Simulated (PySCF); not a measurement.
## Radial density of Pb⁺ (lead, charge +1)

UHF, [Xe] 4f14 5d10 6s1 6p1 6d1, one real determinant (an excited configuration). Calculation: PySCF 2.14, in aug-cc-pVTZ-PP with one added diffuse shell each of d, f type with ECP60MDF (6s5p5d3f, 67 functions); scalar relativity through the core potential. This is the valence pseudo-density: the core potential removes the inner electrons and smooths the orbitals near the nucleus.

```json
{"r (bohr)": "0.0194", "4πr²ρ (e/bohr)": "1.648e-05", "4πr²(ρα − ρβ)": "0.0000"}
{"r (bohr)": "0.0326", "4πr²ρ (e/bohr)": "3.244e-05", "4πr²(ρα − ρβ)": "0.0000"}
{"r (bohr)": "0.0549", "4πr²ρ (e/bohr)": "5.124e-05", "4πr²(ρα − ρβ)": "0.0000"}
{"r (bohr)": "0.0924", "4πr²ρ (e/bohr)": "0.0001750", "4πr²(ρα − ρβ)": "0.0000"}
{"r (bohr)": "0.155", "4πr²ρ (e/bohr)": "0.001748", "4πr²(ρα − ρβ)": "0.0000"}
{"r (bohr)": "0.261", "4πr²ρ (e/bohr)": "0.03648", "4πr²(ρα − ρβ)": "0.0008"}
{"r (bohr)": "0.439", "4πr²ρ (e/bohr)": "1.465", "4πr²(ρα − ρβ)": "0.0422"}
{"r (bohr)": "0.739", "4πr²ρ (e/bohr)": "16.75", "4πr²(ρα − ρβ)": "0.1763"}
{"r (bohr)": "1.24", "4πr²ρ (e/bohr)": "14.48", "4πr²(ρα − ρβ)": "0.0705"}
{"r (bohr)": "2.09", "4πr²ρ (e/bohr)": "2.853", "4πr²(ρα − ρβ)": "1.0925"}
{"r (bohr)": "3.52", "4πr²ρ (e/bohr)": "0.5890", "4πr²(ρα − ρβ)": "0.5604"}
{"r (bohr)": "5.92", "4πr²ρ (e/bohr)": "0.1833", "4πr²(ρα − ρβ)": "0.1833"}
{"r (bohr)": "9.95", "4πr²ρ (e/bohr)": "0.01760", "4πr²(ρα − ρβ)": "0.0176"}
{"r (bohr)": "16.7", "4πr²ρ (e/bohr)": "6.924e-05", "4πr²(ρα − ρβ)": "0.0001"}
```

⟨L²⟩ = 8.02 against 12 for a pure F term, so this real determinant mixes terms. Energies and moments cover only the electrons outside the core potential. Spin-orbit coupling, absent here, splits the open shell strongly. The outer electron is Rydberg-like, and this basis confines it to a smaller radius and binds it less than a complete one would.
